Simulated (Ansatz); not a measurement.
The lowest singlet and triplet of OS (SMILES O=S); geometries from B3LYP-D3(BJ)/def2-TZVP, each state relaxed from the structure named, with no frequency check, low spin by broken symmetry.
Singlet (charge 0, multiplicity 1):
```
atom   x (Å)   y (Å)    z (Å)
----  ------  ------  -------
O     0.0000  0.0000  -0.9930
S     0.0000  0.0000   0.4965
```

```csv
level,"gap E(singlet) − E(triplet), vertical, at the singlet's geometry (kJ/mol)",cost
R-HF/cc-pV(D+d)Z,173.9,-
R-HF/cc-pV(T+d)Z,177.9,-
R-SVWN5/def2-TZVPP,111.8,×0.6
U-SVWN5/def2-TZVPP (spin-contaminated),32.6,×2
R-PBE/def2-TZVPP,120.2,×1
U-PBE/def2-TZVPP (spin-contaminated),26.7,×2
U-r2SCAN/def2-TZVPP (spin-contaminated),35.2,×4
R-B3LYP/def2-TZVPP,120.1,×1
U-B3LYP/def2-TZVPP (spin-contaminated),27.7,×3
R-PBE0/def2-TZVPP,130.5,×0.7
U-PBE0/def2-TZVPP (spin-contaminated),29.8,×3
R-BHLYP/def2-TZVPP,133.5,×1
U-BHLYP/def2-TZVPP (spin-contaminated),31.2,×3
R-wB97X-V/def2-TZVPP,115.8,×2
U-wB97X-V/def2-TZVPP (spin-contaminated),29.2,×5
R-wB97M-V/def2-TZVPP,103.1,×2
U-wB97M-V/def2-TZVPP (spin-contaminated),35.0,×4
R-B2PLYP/def2-TZVPP,114.2,×1
U-B2PLYP/def2-TZVPP (spin-contaminated),30.7,×3
R-MP2/cc-pV(T+d)Z,99.7,-
R-MP2/cc-pV(Q+d)Z,94.6,-
R-SCS-MP2/cc-pV(D+d)Z,87.0,-
R-SCS-MP2/cc-pV(Q+d)Z,73.3,-
R-CCSD/cc-pV(D+d)Z,108.4,-
R-CCSD/cc-pV(T+d)Z,107.0,-
R-CCSD/cc-pV(Q+d)Z,104.2,-
R-CCSD(T)/cc-pV(D+d)Z,100.6,×1
R-CCSD(T)/cc-pV(T+d)Z,98.2,×3
R-CCSDT/cc-pV(D+d)Z,90.3,-
R-CCSDT(Q)/cc-pV(D+d)Z,79.5,×10
"SA-CASSCF(12,8)/cc-pV(D+d)Z",73.7,-
"SA-CASSCF(12,8)/cc-pV(T+d)Z",73.3,-
"SA-CASSCF(12,8)/cc-pV(Q+d)Z",72.9,-
"SC-NEVPT2 on SA-CASSCF(12,8)/cc-pV(T+d)Z",74.5,-
"SC-NEVPT2 on SA-CASSCF(12,8)/cc-pV(Q+d)Z",72.1,-
"FIC-NEVPT4(SD) on SA-CASSCF(12,8)/cc-pV(D+d)Z",78.6,-
"FIC-NEVPT4(SD) on SA-CASSCF(12,8)/cc-pV(T+d)Z",74.7,-
"FIC-NEVPT4(SD) on SA-CASSCF(12,8)/cc-pV(Q+d)Z",72.1,-
"FIC-MRCISD+Q on SA-CASSCF(12,8)/cc-pV(D+d)Z",78.2,-
"FIC-MRCISD+Q on SA-CASSCF(12,8)/cc-pV(Q+d)Z",71.3,-
```

The rows run from 26.7 (U-PBE/def2-TZVPP (spin-contaminated)) to 177.9 kJ/mol (R-HF/cc-pV(T+d)Z). In cc-pV(T+d)Z the value moves R-HF 177.9, R-MP2 99.7, R-CCSD 107.0, R-CCSD(T) 98.2, a shift of -79.8 from R-HF to R-CCSD(T). From cc-pV(D+d)Z to cc-pV(T+d)Z R-CCSD(T) changes by -2.5. The 8 R-functionals in def2-TZVPP without D3 or D4 span 30.4, from R-wB97M-V to R-BHLYP.

A positive gap puts the triplet lower; no zero-point energy. R- takes a restricted singlet, here one determinant of a half-filled degenerate or near-degenerate pair, which mixes singlet states. U- takes an unrestricted singlet (broken symmetry where lower, unprojected). The triplet is unrestricted in single-reference levels. Active spaces average the two states.

Correlated levels freeze the cores.

Doubts at one or more of the structures used: a restricted determinant that unrestricted orbitals would lower (R-HF/cc-pV(D+d)Z, R-HF/cc-pV(T+d)Z, R-SVWN5/def2-TZVPP, R-PBE/def2-TZVPP, R-B3LYP/def2-TZVPP, R-PBE0/def2-TZVPP, R-BHLYP/def2-TZVPP, R-wB97X-V/def2-TZVPP, R-wB97M-V/def2-TZVPP, R-B2PLYP/def2-TZVPP, R-MP2/cc-pV(T+d)Z, R-MP2/cc-pV(Q+d)Z, R-SCS-MP2/cc-pV(D+d)Z, R-SCS-MP2/cc-pV(Q+d)Z, R-CCSD/cc-pV(D+d)Z, R-CCSD/cc-pV(T+d)Z, R-CCSD/cc-pV(Q+d)Z, R-CCSD(T)/cc-pV(D+d)Z, R-CCSD(T)/cc-pV(T+d)Z, R-CCSDT/cc-pV(D+d)Z, R-CCSDT(Q)/cc-pV(D+d)Z); other coupled-cluster roots lie near (R-CCSDT/cc-pV(D+d)Z, R-CCSDT(Q)/cc-pV(D+d)Z).

The values were computed with Ansatz (Gaussian basis) for Hartree–Fock, density functionals and correlated methods. 

Costs are rough ratios of core time to R-PBE/def2-TZVPP (about 2.1 s over the structures, on one shared machine); a dash marks a level with no comparable run of its own.

Ansatz is a quantum-chemistry and plane-wave program.
